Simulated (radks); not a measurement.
The mean radii <r> (bohr) of the occupied orbitals of an atom or ion are listed with their occupations. All-electron calculation, non-relativistic Kohn-Sham, LB94 model potential, spin-polarised, spherical densities, point nucleus. Program: a radial shooting solver on a logarithmic mesh with Libxc functionals.

orbital  occ.      <r>
1s down     1  0.05099
1s up       1  0.05100
2s up       1   0.2268
2s down     1   0.2272
2p up       3   0.1966
2p down     3   0.1970
3s up       1   0.5846
3s down     1   0.5826
3p up       2   0.5715

Name the element and its charge. Open shells, if any, are filled with parallel spins first.

Answer. Z = 30, zinc, charge +16: Zn16+ in [Ne] 3s2 3p2. The 1s radius gives Z: for a bare nucleus <r> = 1.5/Z, 0.05 bohr for Z = 30, and screening makes it slightly larger (0.05099 here). The occupations add up to 14, and the charge is Z minus that.
